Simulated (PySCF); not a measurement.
How methods differ on the ionisation energy of Br⁺

Br⁺ [Ar] 3d10 4s2 4p4 (3P) → Br²⁺ [Ar] 3d10 4s2 4p3 (4S), as a difference of total energies. Calculation: PySCF 2.14, in jorge-DZP-DKH; the spin-free X2C one-electron Hamiltonian (Gaussian nucleus). Correlated levels: valence: [Ar] 3d10 frozen. The calculations carry no spin-orbit coupling.

| method | ionisation energy (eV) | error (eV) |
| --- | --- | --- |
| UHF | 20.230 | -1.179 |
| TPSS | 21.386 | -0.023 |
| PBE | 21.368 | -0.041 |
| MP2 (valence) | 20.391 | -1.018 |
| SCS-MP2 (valence) | 20.399 | -1.010 |
| CCSD (valence) | 20.410 | -0.999 |
| CCSD(T) (valence) | 20.413 | -0.996 |

Reference: 21.409 eV (measured; NIST levels, between the centres of gravity of the two terms).

Errors of the correlated levels include the incompleteness of this basis and the frozen core.
